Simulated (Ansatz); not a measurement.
An input meant for the cluster BiTe₂⁺ (charge 1, singlet).

```yaml
crystal:
  periodic: [false, false, false]
  atoms:
    - {symbol: Bi, position_ang: [0.948632, 0.364312, 1.318914]}
    - {symbol: Te, position_ang: [-1.244950, -1.061915, 0.137840]}
    - {symbol: Te, position_ang: [0.296317, 0.697604, -1.456754]}
basis:
  gaussian: {orbitals: def2-mTZVPP, final_grid: {core_spheres: 8, valence_spheres: 7, degree: 23}}
total_charge: 1
hamiltonian: {xc: {name: HF}}
correlation: {method: mp2, frozen_orbitals: {Bi: 0}}
scf: {omitted_lower_state_checks: [starts]}
output: {forces: true}
```

```sh
$ ansatz run in.yaml --threads 4 --pin off --events-out ev --progress --plain --max-ram 3916MiB
```

It prints (some lines left out):

```
Functional definition: HF
  name "HF"
  cite "Fock, Z. Phys. 61, 126 (1930) doi:10.1007/BF01340294"
  parent pbe
  exchange = exact_x
  correlation = 0
these checks for a lower state are left out or cut short: starts
Error: "frozen_orbitals" has no count for Te
```

In this input frozen orbitals are typed for one element alone, and the program wants a count for each (the count typed has to fit that element's core, too). The program refused the input.
